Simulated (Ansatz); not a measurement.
Consider the redistribution: `O[SiH](O)O[SiH](F)F` + `[NH2][Nb](=[O])([OH])[OH]` → `O[SiH](O)O[SiH](O)F` + `[NH2][Nb](=[O])([OH])[F]`.

Program: Ansatz. Geometries: PBE0-D4/def2-TZVP. ΔE: electronic, gas phase. CCSD(T)/CBS adds triple-zeta CCSD(T) − MP2 to the extrapolated MP2 energy (def2 sets, frozen cores). This one scheme is used for every species. Elements past krypton have def2 core potentials. For Nb outer-core shells are correlated without core-valence functions, which leaves a few kJ/mol of doubt a bond. One conformer a species, not always the lowest.

`O[SiH](O)O[SiH](F)F`:

Z-matrix (Å, degrees):
```
Si
O 1 1.629
O 1 1.634 2 111.8
O 1 1.634 2 113.1 3 117.0
H 1 1.470 2 105.8 3 -118.9
H 2 0.959 1 118.9 3 -54.7
Si 3 1.602 1 145.4 2 37.1
H 4 0.958 1 117.9 2 56.4
F 7 1.588 3 109.0 1 -3.4
F 7 1.579 3 109.6 1 -120.0
H 7 1.464 3 112.7 1 118.3
```

`[NH2][Nb](=[O])([OH])[OH]`:

Z-matrix (Å, degrees):
```
Nb
O 1 1.695
O 1 1.908 2 108.8
N 1 1.969 2 106.1 3 119.4
O 1 1.907 2 108.9 3 -121.2
H 3 0.956 1 134.9 2 174.1
H 4 1.010 1 123.7 2 0.5
H 4 1.010 1 126.3 2 -178.2
H 5 0.956 1 135.8 2 -164.3
```

`O[SiH](O)O[SiH](O)F`:

```xyz
12

O     0.355    0.581   -2.640
Si   -0.161    0.908   -1.136
O    -1.755    0.564   -1.044
O     0.641    0.025   -0.008
Si    0.417   -0.978    1.238
O     1.388   -0.628    2.483
F    -1.120   -0.811    1.665
H     0.001   -0.192   -3.082
H     0.153    2.325   -0.892
H    -2.108    0.306   -0.189
H     0.632   -2.386    0.891
H     1.557    0.287    2.714
```

`[NH2][Nb](=[O])([OH])[F]`:

Z-matrix (Å, degrees):
```
Nb
O 1 1.692
O 1 1.897 2 111.3
N 1 1.962 2 105.0 3 119.0
F 1 1.883 2 110.6 3 -121.5
H 3 0.958 1 130.8 2 1.2
H 4 1.009 1 124.7 2 3.4
H 4 1.011 1 124.7 2 -173.5
```

```
                    species  CCSD(T)/CBS(def2) energy (Eh)
      `O[SiH](O)O[SiH](F)F`                    -1006.03726
`[NH2][Nb](=[O])([OH])[OH]`                     -339.74089
      `O[SiH](O)O[SiH](O)F`                     -982.00570
 `[NH2][Nb](=[O])([OH])[F]`                     -363.77980
```

(1) Work out ΔE.

Largest T1 diagnostic among the species: 0.022, so the coupled-cluster value is less sure than usual.

Results:

(1) ΔE = (-982.00570) + (-363.77980) − (-1006.03726) − (-339.74089) = -0.00735 Eh = -0.20 eV.
